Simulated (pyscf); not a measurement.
A first-order saddle from PySCF, ωB97X-D3(BJ)/def2-SVP:

```xyz
7

C      0.1265    -0.5308     0.1020
C      0.8908     0.2222     1.0619
Cl     0.7533    -0.6829     2.5800
H     -0.8675    -0.9108     0.3892
H      0.4938    -0.7558    -0.9147
H      1.9371     0.4164     0.7819
H      0.3630     1.2059     1.1621
```
Charge +1, spin multiplicity 1.

Surface: singlet, charge 1. Lowest wavenumbers (cm⁻¹): 454i, 459, 653, 745, 957.

### Question
What reaction is this the transition state of?

### Answer
C₂H₄Cl+ (SMILES C1C[Cl+]1) ⇌ H₃C–CH⁺–Cl (SMILES C[CH+]Cl), a rearrangement read from left to right: C–Cl, C–H broken and C–H formed. At CCSD(T)/def2-TZVPP + ΔMP2(QZVPP) it lies +29.0 kcal/mol from the left side and +31.6 kcal/mol from the right (each side as separated species at their lowest minima found). This is the saddle that the search found; another between the same sides may lie lower. The CCSD(T) − MP2 part came from Ansatz, without density fitting, on the same reference.
